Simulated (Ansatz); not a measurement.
Ansatz (a first-principles code) input (CCSD(T)/def2-TZVPP):

Ansatz 0.2 input:
```yaml
crystal:
  periodic: [false, false, false]
  atoms:
    - {symbol: F, position_ang: [-0.86149333, 1.46472987, 0.01004485]}
    - {symbol: In, position_ang: [0.14042811, -0.23875896, -0.00163737]}
    - {symbol: H, position_ang: [-0.94612004, -1.55482742, 0.00889083]}
    - {symbol: H, position_ang: [1.81858250, 0.07144760, -0.01906358]}
basis:
  gaussian:
    orbitals: def2-TZVPP
magnetization: {spin_polarized: false}
correlation: {method: ccsd_t, electrons: outside_noble_gas}
```

End of the output:

```
second order -9.15658245 eV of doubles, -0.00000000 eV of singles
coupled cluster: 1.65 GiB planned
cycle   1  -9.15376580 eV  change    2.8e-3 eV  update   8.3e-2
cycle   2  -9.39861617 eV  change   -2.4e-1 eV  update   3.0e-2
cycle   3  -9.48546840 eV  change   -8.7e-2 eV  update   1.6e-2
cycle   4  -9.47781407 eV  change    7.7e-3 eV  update   3.9e-3
cycle   5  -9.47536844 eV  change    2.4e-3 eV  update   2.0e-3
cycle   6  -9.47662862 eV  change   -1.3e-3 eV  update   6.7e-4
cycle   7  -9.47665400 eV  change   -2.5e-5 eV  update   2.3e-4
cycle   8  -9.47651948 eV  change    1.3e-4 eV  update   8.2e-5
cycle   9  -9.47651559 eV  change    3.9e-6 eV  update   2.7e-5
cycle  10  -9.47653742 eV  change   -2.2e-5 eV  update   1.2e-5
cycle  11  -9.47652562 eV  change    1.2e-5 eV  update   4.4e-6
perturbative correction -0.24902009 eV, -0.0091513196 hartree
Total energy: -7897.34236771 eV, -290.2219790024 hartree
```
